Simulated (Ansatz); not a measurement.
`B[SiH]1OP1` + `[SiH3][GaH][SH]` → `B[S][GaH][SiH3]` + `O1[SiH2]P1` at 298.15 K and 1 bar (cleavage of the B–Si bond).

Computed with Ansatz on PBE0-D4/def2-TZVP structures; ΔE is electronic, products minus reactants. CCSD(T)/CBS adds triple-zeta CCSD(T) − MP2 to the extrapolated MP2 energy (def2 sets, frozen cores). For Ga outer-core shells are correlated without core-valence functions, which leaves a few kJ/mol of doubt a bond. Scalar relativity is left out up to krypton. Each species was taken in one conformer, which may not be the lowest.

| species | CCSD(T)/CBS energy (Eh) | H − E (kJ/mol) | S (J/(mol·K)) |
| --- | --- | --- | --- |
| `B[SiH]1OP1` | -732.35934 | 129.4 | 318.1 |
| `[SiH3][GaH][SH]` | -2613.82650 | 127.4 | 349.8 |
| `B[S][GaH][SiH3]` | -2639.22992 | 166.4 | 375.9 |
| `O1[SiH2]P1` | -706.98902 | 92.0 | 276.6 |

H − E and S are ideal-gas, rigid-rotor, harmonic terms from PBE0-D4/def2-TZVP, for one conformer and one mirror image of each species. 1 Eh = 2625.50 kJ/mol, R = 8.31446 J/(mol·K).

By hand: ΔE, ΔH, ΔS and ΔG.

ΔE = (-2639.22992) + (-706.98902) − (-732.35934) − (-2613.82650) = -0.03310 Eh = -86.9 kJ/mol. Δ(H − E) = 166.4 + 92.0 − 129.4 − 127.4 = 1.6, so ΔH = -85.3 kJ/mol. ΔS = 375.9 + 276.6 − 318.1 − 349.8 = -15.4 J/(mol·K). ΔG = -85.3 − 298.15 × (-15.4)/1000 = -80.7 kJ/mol.

By hand: the equilibrium constant, and the temperature at which ΔG would vanish if ΔH and ΔS stayed fixed.

log₁₀ K = −ΔG/(RT ln 10) = 14.1. ΔG = 0 at ΔH/ΔS = 5539 K, far beyond where these terms or the molecules hold.

ΔH outweighs TΔS. A doubt of 5 kJ/mol in ΔE shifts log₁₀ K by 0.9 here. Other conformers and mirror images would add mixing entropy, several J/(mol·K) or more a flexible species. Modes under 60 cm⁻¹, often nearly free rotors, make the harmonic entropy too high. These are equilibria of isolated gas molecules and say nothing of rates. Largest T1 diagnostic: 0.021 (customary marks: 0.02 for closed shells, 0.045 for open ones).
